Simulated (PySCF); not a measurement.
Energy of W⁻ (tungsten, charge -1) between two integer charges

The 5d alpha orbital of [Xe] 4f14 5d5 6s2 is emptied in steps (occupation f), with all orbitals relaxed, ending at [Xe] 4f14 5d4 6s2. All numbers are calculated (PySCF 2.14, a scalar-relativistic core potential, in aug-cc-pVTZ-PP with ECP60MDF). The exact energy is a straight line in f; departures are measured from the line between the end points of the same method.

```csv
f,LDA (eV),PBE (eV)
1,0.000,0.000
0.9,-0.287,-0.273
0.7,-0.694,-0.659
0.5,-0.852,-0.807
0.3,-0.734,-0.694
0.1,-0.321,-0.303
0,0.000,0.000
```

For PBE, how does the orbital energy at f = 1 compare with the removal energy?

−ε = -1.291 eV against a total-energy difference of 1.687 eV. By Janak's theorem ε = ∂E/∂f, so the gap between them reflects the curvature. Along the path −ε is -0.791 (f = 0.9), 0.329 (f = 0.7), 1.582 (f = 0.5), 2.935 (f = 0.3), 4.356 (f = 0.1) eV.

```csv
method,E(f=0) − E(f=1) (eV),−ε at f=1 (eV),−ε at f=0.5 (eV)
LDA,1.868,-1.262,1.751
PBE,1.687,-1.291,1.582
```

At f = 1 the orbital energy is positive for LDA, PBE: only the finite basis holds the electron.

Reference removal energy between the ground levels: 0.817 eV (measured; photodetachment measurements, as compiled on the Wikipedia data page of electron affinities). The calculation has no spin-orbit coupling. The determinant left behind need not be the lowest term of the ion.
